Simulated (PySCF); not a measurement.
Delta-SCF ions had no search for a lower state. Excitations are Tamm–Dancoff values on a coarser integration grid. The basis has no diffuse functions, so Rydberg states are missing or too high.

Cartesian coordinates (Å):
```xyz
7

C      1.7252     0.1266     0.1170
C      0.5341     0.0386     0.0385
C     -0.9185    -0.0828    -0.0018
F     -1.4888     1.1013    -0.3754
F     -1.2960    -1.0247    -0.9169
H      2.7837     0.2082     0.1735
H     -1.3396    -0.3672     0.9650
```
Charge 0, multiplicity 1.

**Question.** Predict the T1 excitation (TDA), HOMO, LUMO, S1 excitation (TDA) and vertical ionisation energy (Delta-SCF) from PySCF with ωB97X-D3(BJ)/def2-TZVP // B3LYP-D3(BJ)/def2-TZVP.

**Answer.** 
```json
{
 "T1 excitation (TDA)": "5.48 eV",
 "HOMO": "-11.42 eV",
 "LUMO": "2.08 eV",
 "S1 excitation (TDA)": "6.50 eV",
 "vertical ionisation energy (Delta-SCF)": "11.63 eV"
}
```
